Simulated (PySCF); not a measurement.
PySCF 2.14 output of an unrestricted PBE0 calculation on a single atom or ion in aug-cc-pVTZ-DK, with scalar relativity by spin-free X2C-1e:

```
SCF conv_tol = 1e-09
number electrons alpha = 5  beta = 3
    C. Adamo and V. Barone.,  J. Chem. Phys. 110, 6158 (1999)
    M. Ernzerhof and G. E. Scuseria.,  J. Chem. Phys. 110, 5029 (1999)
cycle= 1 E= -74.5097506376741  delta_E= -0.0062  |g|= 0.0281  |ddm|= 0.19
cycle= 2 E= -74.5100830590088  delta_E= -0.000332  |g|= 0.0192  |ddm|= 0.0693
cycle= 3 E= -74.5102259752206  delta_E= -0.000143  |g|= 0.0055  |ddm|= 0.0316
cycle= 4 E= -74.5102455067423  delta_E= -1.95e-05  |g|= 0.000263  |ddm|= 0.0143
cycle= 5 E= -74.5102455595742  delta_E= -5.28e-08  |g|= 2.7e-05  |ddm|= 0.000855
cycle= 6 E= -74.5102455598538  delta_E= -2.8e-10  |g|= 1.44e-06  |ddm|= 3.93e-05
converged SCF energy = -74.5102455598538  <S^2> = 2.012055  2S+1 = 3.0080259
```

The run itself started from symmetry-adapted Hartree-Fock orbitals and held the occupation by maximum overlap, on a logarithmic radial grid, so the iterations belong to that start.

Which element, charge and spin multiplicity is this?

O (oxygen, neutral), multiplicity 3; the state was [He] 2s1 2p5, high-spin 3P determinant (an excited configuration).
